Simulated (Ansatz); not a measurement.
Ansatz (a quantum-chemistry and plane-wave program) input (HF/STO-3G):

Ansatz 0.2 input:
```yaml
crystal:
  periodic: [false, false, false]
  atoms:
    - {symbol: C, position_ang: [1.37220900, 0.05692000, 0.27367700]}
    - {symbol: C, position_ang: [-0.09950900, -0.02585400, 0.32379300]}
    - {symbol: F, position_ang: [-0.66707600, 1.09109800, -0.23801800]}
    - {symbol: F, position_ang: [-0.54759400, -1.11787300, -0.37767500]}
    - {symbol: H, position_ang: [1.85314700, 1.01834500, 0.36869200]}
    - {symbol: H, position_ang: [1.95428900, -0.85154700, 0.25047200]}
    - {symbol: H, position_ang: [-0.51160800, -0.11221800, 1.33725200]}
basis:
  gaussian:
    orbitals: STO-3G
hamiltonian:
  xc: {name: HF}
magnetization: {spin_polarized: true, initial_magnetization: 1}
relax: {f_tol: 0.003, max_steps: 120}
```

Output:

```
Functional definition: HF
integrals: 0.00 GiB planned
352 factors; integrals over basis functions are off by at most 9.0e-6 eV
mean field: 0.06 GiB planned
mean field evaluation 1: about -7412.9219 eV, gradient 2.2e1 eV
mean field evaluation 2: about -7413.0710 eV, gradient 2.2e1 eV
mean field evaluation 4: about -7416.8687 eV, gradient 1.8e0 eV
mean field evaluation 8: about -7416.9099 eV, gradient 3.4e-2 eV
mean field -7416.90991034 eV, -272.5664118431 hartree, gradient 6.1e-5 eV, S^2 0.765281; 0 other end points of the search recorded, 0 dependent functions left out
the calculation of the forces begins
reference -7416.90991034 eV, -272.5664118431 hartree; 17, 16 occupied and 6, 7 virtual orbitals, 352 factors
relax step   1: F+E_penalty+E_count = -7416.90991034 eV  Δ(F+E_penalty+E_count) = +0.000e0 eV  max|allowed force component| = 2.190e0 eV/Å  Δτ_max = 0.0000 Å  (33 SCF iters, accepted)
these checks for a lower state are left out or cut short: starts, cluster_reference, orbital_swaps, neighbouring_geometries, increment
integrals: 0.00 GiB planned
352 factors; integrals over basis functions are off by at most 8.9e-6 eV
mean field: 0.06 GiB planned
mean field evaluation 16: about -7417.0070 eV, gradient 1.8e-5 eV
mean field -7417.00700932 eV, -272.5699801647 hartree, gradient 1.8e-5 eV, S^2 0.766131; 0 other end points of the search recorded, 0 dependent functions left out
the calculation of the forces begins
reference -7417.00700932 eV, -272.5699801647 hartree; 17, 16 occupied and 6, 7 virtual orbitals, 352 factors
relax step   2: F+E_penalty+E_count = -7417.00700932 eV  Δ(F+E_penalty+E_count) = -9.710e-2 eV  max|allowed force component| = 5.964e-1 eV/Å  Δτ_max = 0.0348 Å  (29 SCF iters, accepted)
these checks for a lower state are left out or cut short: starts, cluster_reference, orbital_swaps, neighbouring_geometries, increment
integrals: 0.00 GiB planned
352 factors; integrals over basis functions are off by at most 8.7e-6 eV
mean field: 0.06 GiB planned
mean field -7417.01339385 eV, -272.5702147919 hartree, gradient 1.5e-5 eV, S^2 0.766112; 0 other end points of the search recorded, 0 dependent functions left out
the calculation of the forces begins
reference -7417.01339385 eV, -272.5702147919 hartree; 17, 16 occupied and 6, 7 virtual orbitals, 352 factors
relax step   3: F+E_penalty+E_count = -7417.01339385 eV  Δ(F+E_penalty+E_count) = -6.385e-3 eV  max|allowed force component| = 8.216e-2 eV/Å  Δτ_max = 0.0203 Å  (29 SCF iters, accepted)
these checks for a lower state are left out or cut short: starts, cluster_reference, orbital_swaps, neighbouring_geometries, increment
integrals: 0.00 GiB planned
352 factors; integrals over basis functions are off by at most 8.5e-6 eV
mean field: 0.06 GiB planned
mean field -7417.01666492 eV, -272.5703350012 hartree, gradient 1.1e-5 eV, S^2 0.765383; 0 other end points of the search recorded, 0 dependent functions left out
the calculation of the forces begins
reference -7417.01666492 eV, -272.5703350012 hartree; 17, 16 occupied and 6, 7 virtual orbitals, 352 factors
relax step   4: F+E_penalty+E_count = -7417.01666492 eV  Δ(F+E_penalty+E_count) = -3.271e-3 eV  max|allowed force component| = 1.610e-1 eV/Å  Δτ_max = 0.0352 Å  (28 SCF iters, accepted)
these checks for a lower state are left out or cut short: starts, cluster_reference, orbital_swaps, neighbouring_geometries, increment
integrals: 0.00 GiB planned
352 factors; integrals over basis functions are off by at most 8.7e-6 eV
mean field: 0.06 GiB planned
mean field evaluation 32: about -7417.0172 eV, gradient 2.3e-1 eV
mean field -7417.01762716 eV, -272.5703703629 hartree, gradient 2.2e-5 eV, S^2 0.764527; 0 other end points of the search recorded, 0 dependent functions left out
the calculation of the forces begins
reference -7417.01762716 eV, -272.5703703629 hartree; 17, 16 occupied and 6, 7 virtual orbitals, 352 factors
relax step   5: F+E_penalty+E_count = -7417.01762716 eV  Δ(F+E_penalty+E_count) = -9.622e-4 eV  max|allowed force component| = 8.180e-2 eV/Å  Δτ_max = 0.0251 Å  (28 SCF iters, accepted)
these checks for a lower state are left out or cut short: starts, cluster_reference, orbital_swaps, neighbouring_geometries, increment
integrals: 0.00 GiB planned
352 factors; integrals over basis functions are off by at most 8.5e-6 eV
mean field: 0.06 GiB planned
mean field -7417.01791754 eV, -272.5703810345 hartree, gradient 1.2e-5 eV, S^2 0.764648; 0 other end points of the search recorded, 0 dependent functions left out
the calculation of the forces begins
reference -7417.01791754 eV, -272.5703810345 hartree; 17, 16 occupied and 6, 7 virtual orbitals, 352 factors
relax step   6: F+E_penalty+E_count = -7417.01791754 eV  Δ(F+E_penalty+E_count) = -2.904e-4 eV  max|allowed force component| = 1.030e-2 eV/Å  Δτ_max = 0.0072 Å  (30 SCF iters, accepted)
these checks for a lower state are left out or cut short: starts, cluster_reference, orbital_swaps, neighbouring_geometries, increment
integrals: 0.00 GiB planned
352 factors; integrals over basis functions are off by at most 8.5e-6 eV
mean field: 0.06 GiB planned
mean field -7417.01789539 eV, -272.5703802203 hartree, gradient 1.2e-5 eV, S^2 0.764646; 0 other end points of the search recorded, 0 dependent functions left out
the calculation of the forces begins
reference -7417.01789539 eV, -272.5703802203 hartree; 17, 16 occupied and 6, 7 virtual orbitals, 352 factors
relax step   7: F+E_penalty+E_count = -7417.01789539 eV  Δ(F+E_penalty+E_count) = +2.215e-5 eV  max|allowed force component| = 2.576e-2 eV/Å  Δτ_max = 0.0029 Å  (30 SCF iters, rejected (line search))
these checks for a lower state are left out or cut short: starts, cluster_reference, orbital_swaps, neighbouring_geometries, increment
integrals: 0.00 GiB planned
352 factors; integrals over basis functions are off by at most 8.5e-6 eV
mean field: 0.06 GiB planned
mean field -7417.01792838 eV, -272.5703814325 hartree, gradient 1.2e-5 eV, S^2 0.764660; 0 other end points of the search recorded, 0 dependent functions left out
the calculation of the forces begins
reference -7417.01792838 eV, -272.5703814325 hartree; 17, 16 occupied and 6, 7 virtual orbitals, 352 factors
relax step   8: F+E_penalty+E_count = -7417.01792838 eV  Δ(F+E_penalty+E_count) = -1.083e-5 eV  max|allowed force component| = 2.046e-3 eV/Å  Δτ_max = 0.0010 Å  (30 SCF iters, accepted)
integrals: 0.00 GiB planned
352 factors; integrals over basis functions are off by at most 8.5e-6 eV
mean field: 0.06 GiB planned
mean field evaluation 64: about -7417.0171 eV, gradient 2.0e-1 eV
mean field -7417.01792838 eV, -272.5703814325 hartree, gradient 1.2e-5 eV, S^2 0.764660; 1 other end points of the search recorded, 0 dependent functions left out
the calculation of the forces begins
reference -7417.01792838 eV, -272.5703814325 hartree; 17, 16 occupied and 6, 7 virtual orbitals, 352 factors
Total energy: -7417.01792838 eV, -272.5703814325 hartree
Atom 0 at     1.401369     0.063457     0.195227 Å, force     0.000662     0.000046    -0.000154 eV/Å
Atom 1 at    -0.129824    -0.025488     0.292069 Å, force    -0.000057    -0.000132     0.002046 eV/Å
Atom 2 at    -0.722210     1.096662    -0.253308 Å, force    -0.000132     0.001602    -0.001120 eV/Å
Atom 3 at    -0.601914    -1.127363    -0.393917 Å, force     0.000034    -0.001453    -0.001313 eV/Å
Atom 4 at     1.875558     1.007739     0.428992 Å, force    -0.000530     0.000092    -0.000076 eV/Å
Atom 5 at     1.975840    -0.846252     0.311778 Å, force    -0.000518    -0.000138    -0.000091 eV/Å
Atom 6 at    -0.444960    -0.109884     1.357352 Å, force     0.000542    -0.000016     0.000709 eV/Å
Dipole moment:     0.219561    -0.003299     0.240026 e Å
```

The geometry given is a B3LYP-D3(BJ)/def2-TZVP minimum.
